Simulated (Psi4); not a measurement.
Dimer: H2O (SMILES O) (first 3 atoms) with CH3F (SMILES CF); geometry from B3LYP-D3(BJ)/def2-TZVP.
(charge 0, multiplicity 1):
```xyz
8

O      0.0004     0.4835    -0.1392
H      0.2093    -0.1354     0.5728
H     -0.4386    -0.0408    -0.8158
C     -0.2219     0.5924     3.1373
F      0.2363    -0.5822     2.5223
H     -0.5277     1.2867     2.3564
H     -1.0638     0.3326     3.7781
H      0.5947     1.0073     3.7268
```

Method: SAPT0/jun-cc-pV(D+d)Z (Psi4).

Which attractive term is largest, and how does the interaction split up?

electrostatics -6.30, exchange 4.78, induction -1.20, dispersion -1.23, total -3.95 kcal/mol; the largest attraction is electrostatics.
